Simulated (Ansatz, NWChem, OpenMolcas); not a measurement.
Cu2 (SMILES [Cu][Cu]): methods side by side

The species is Cu2 (2 atoms), meant as a singlet with charge 0. As SMILES, `[Cu][Cu]`. The bond length is the measured one.

```xyz
2

Cu    0.0000    0.0000    0.0000
Cu    0.0000    0.0000    2.2197
```

Quantity: the electronic atomisation energy, in eV. The values are calculated. Electronic energies at fixed atoms, without zero-point motion or spin-orbit coupling.

```tsv
level	kind	program	value (eV)
PBE/def2-SVPD	GGA	NWChem	2.76
M06-L/def2-SVPD	meta-GGA	NWChem	2.71
TPSS/def2-SVPD	meta-GGA	OpenMolcas	2.74
CAM-B3LYP/def2-SVPD	range-separated hybrid	NWChem	5.54
wB97M-V/def2-SVPD	range-separated hybrid	Ansatz	2.41
PBE-QIDH/def2-SVPD	double hybrid	Ansatz	1.94
MP2/def2-SVPD	perturbation theory	Ansatz	1.98
BCCD(T)/def2-SVPD	coupled cluster or CI	Ansatz	2.12
```

The values span 1.94 to 5.54 eV.
